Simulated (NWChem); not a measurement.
Species: GaHBr2; SMILES [Br][GaH][Br]

Results from NWChem. All runs use the structure optimised with PBE0/def2-SVP.

Diagonal of the polarisability tensor at PBE/def2-SVPD, static: 98.29, 56.26, 73.69 bohr³.

### Question
Find the mean polarisability volume, the molar refraction, and the refractive index that an ideal gas of it would have at 273.15 K and 1 atm.

### Answer

1. Mean: one third of the trace = 76.08 bohr³ × 0.14818 Å³/bohr³ = 11.27 Å³.
2. Molar refraction (Lorentz-Lorenz): (4π/3) N_A α = 28.4 cm³/mol.
3. Number density p/kT = 2.687 × 10⁻⁵ Å⁻³; n − 1 = 2π N α = 19.03 × 10⁻⁴.
4. These hold the electronic response alone: vibrational and orientational terms add to the static dielectric constant.
